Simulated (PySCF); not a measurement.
1,3-oxasiletane-2,4-dione (C₂H₂O₃Si), SMILES O=C1OC(=O)[SiH2]1.

The structure is a stationary point at B3LYP-D3(BJ)/def2-SVP.

Method: SMD-PBE0/def2-SVP run with PySCF.

Solvation free energies are E(SMD) − E(gas) at the gas-phase geometry, for 1 M in both phases. In vacuum the dipole moment is 3.87 D.

| solvent | ΔG(solv) (kcal/mol) | its non-electrostatic (CDS) part | dipole (D) |
|---|---|---|---|
| water | -3.7 | 5.7 | 5.12 |
| acetone | [?] | [?] | [?] |
| acetonitrile | -5.5 | 0.6 | 4.81 |

Question: Fill in the missing entries. (An estimate is asked for; the answer gives what the named calculation found.)

Answer: 
- acetone, ΔG(solv) (kcal/mol): -6.4
- acetone, its non-electrostatic (CDS) part: -0.7
- acetone, dipole (D): 4.77
